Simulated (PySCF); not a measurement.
Computed Raman spectrum (relative Raman activity) of a molecule C3H4ClFSi. Geometry: ωB97X-D3(BJ)/def2-SVP. One conformer was computed; it need not be the lowest. These are ωB97X-D3(BJ)/def2-SVP in PySCF values and carry that method's errors. Frequencies are harmonic and unscaled.

Lines under 2 % of the strongest are left out, and lines within 2 cm⁻¹ are merged.

| ν (cm⁻¹) | relative intensity |
|---|---|
| 438 | 3.2 |
| 555 | 2.2 |
| 613 | 2.9 |
| 679 | 4.3 |
| 733 | 7.3 |
| 787 | 4.3 |
| 980 | 7.6 |
| 1444 | 6.7 |
| 1747 | 11 |
| 2274 | 100 |
| 2276 | 42 |
| 3103 | 56 |
| 3167 | 36 |

**Question.** Which molecule gave these data?
(A) C#C[Si@](C)(F)Cl
(B) C#C[C@@H](F)[SiH2]Cl
(C) F[Si@@]1(Cl)C=CC1
(D) FC1=C(Cl)C[SiH2]1

**Answer.** D, FC1=C(Cl)C[SiH2]1
